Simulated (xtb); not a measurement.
trimethylgallium (C3H9Ga), SMILES [CH3][Ga]([CH3])[CH3]. All values are semi-empirical tight-binding results from xtb (GFN2-xTB unless named), good for trends rather than for accurate numbers. Coordinates come from a GFN2-xTB optimisation.

Optimised geometry:

Bond lengths (Å): C1–Ga2 2.046, C1–H5 1.094, C1–H6 1.094, C1–H7 1.093, Ga2–C3 2.046, Ga2–C4 2.046, C3–H8 1.094, C3–H9 1.094, C3–H10 1.094, C4–H11 1.094, C4–H12 1.094, C4–H13 1.093. Bond angles (°): Ga2–C1–H5 111.1, Ga2–C1–H6 111.0, Ga2–C1–H7 111.7, H5–C1–H6 107.0, H5–C1–H7 108.0, H6–C1–H7 107.8, C1–Ga2–C3 119.6, C1–Ga2–C4 120.1, C3–Ga2–C4 120.4, Ga2–C3–H8 111.5, Ga2–C3–H9 111.4, Ga2–C3–H10 110.8, H8–C3–H9 108.2, H8–C3–H10 107.3, H9–C3–H10 107.4, Ga2–C4–H11 111.2, Ga2–C4–H12 110.9, Ga2–C4–H13 111.6, H11–C4–H12 107.1, H11–C4–H13 108.1, H12–C4–H13 107.8.
Charge 0, spin multiplicity 1.

For metal compounds this method's bond lengths and energies can be far off.

Computed properties:
```yaml
orbital_gap: 4.73 eV
zero_point_energy: 63.6 kcal/mol
G − E(el) at 298.15 K (modified RRHO): 42.1 kcal/mol
```

Computed atomic charges and the Wiberg bond orders between heavy atoms:
charges (e) C1 -0.16, Ga2 0.02, C3 -0.16, C4 -0.16, H5 0.05, H6 0.05, H7 0.05, H8 0.05, H9 0.05, H10 0.05, H11 0.05, H12 0.05, H13 0.05. Bond orders C1–Ga2 0.90, Ga2–C3 0.90, Ga2–C4 0.90.
